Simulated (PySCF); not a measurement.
NICS in isomers of C6H8OS2Si.

Definitions: NICS(0) = −σiso at the ring centroid; NICS(1) = −σiso and NICS(1)zz = −σzz at ±1 Å along the ring normal z. Level: GIAO PBE0/pcSseg-1 (PySCF, non-relativistic, gas phase) on the GFN2-xTB geometries, one conformer each. Atom numbers follow the mapped SMILES.

**Question.** Order these rings by mean NICS(1)zz, lowest (most negative) first (ppm).
A. ring C5–C6–C7–C9 in `[CH3:1][CH2:2][S:3][SiH2:4][c:5]1[cH:6][c:7](=[O:8])[c:9]1=[S:10]`
B. ring C4–C5–S6–C7–C8 in `[CH3:1][C:2](=[O:3])[c:4]1[cH:5][s:6][cH:7][c:8]1[S:9][SiH3:10]`
C. ring C2–C3–C6–C8–C9 in `[CH3:1][C:2]1=[C:3]([S:4][SiH3:5])[C:6](=[S:7])[CH2:8][C:9]1=[O:10]`
D. ring C2–C3–C4–C5–S10 in `[OH:1][c:2]1[cH:3][cH:4][c:5]([Si@@H:6]2[CH2:7][CH2:8][S:9]2)[s:10]1`
E. ring C2–C3–C4–C5–C7–C8 in `[OH:1][c:2]1[cH:3][cH:4][c:5]([SH:6])[cH:7][c:8]1[S:9][SiH3:10]`

**Answer.** B (-24.3), E (-22.8), D (-21.6), C (-2.4), A (0.7).

```tsv
SMILES	ring	NICS(0)	NICS(1)	NICS(1)zz	HOMA	rms pucker (Å)	ring atoms with four or more neighbours
CC(=O)c1cscc1S[SiH3]	5-membered ring with S; formal bonds all aromatic	-12.3	-11.0	-24.3	0.77	0.01	0
Oc1ccc(S)cc1S[SiH3]	6-membered carbocycle; formal bonds all aromatic	-8.7	-10.0	-22.8	0.99	0.00	0
Oc1ccc([Si@@H]2CCS2)s1	5-membered ring with S; formal bonds all aromatic	-11.6	-9.9	-21.6	0.76	0.00	0
CC1=C(S[SiH3])C(=S)CC1=O	5-membered carbocycle; formal bonds 1 double, 4 single	7.6	-2.9	-2.4	–	0.00	1
CCS[SiH2]c1cc(=O)c1=S	4-membered carbocycle; bonds drawn aromatic by RDKit's count	19.0	-2.4	0.7	-1.33	0.00	0
```

NICS(0) gives another order. The isotropic NICS(1) gives the same order. Over the 4 rings with a HOMA value its correlation coefficient with NICS(1)zz is -0.99. HOMA uses Krygowski's 1993 parameters; it is left out where a ring has a four-coordinate atom, a triple bond, no multiple bond or a kind of bond without parameters. NICS(1) and NICS(1)zz are means over the two faces.
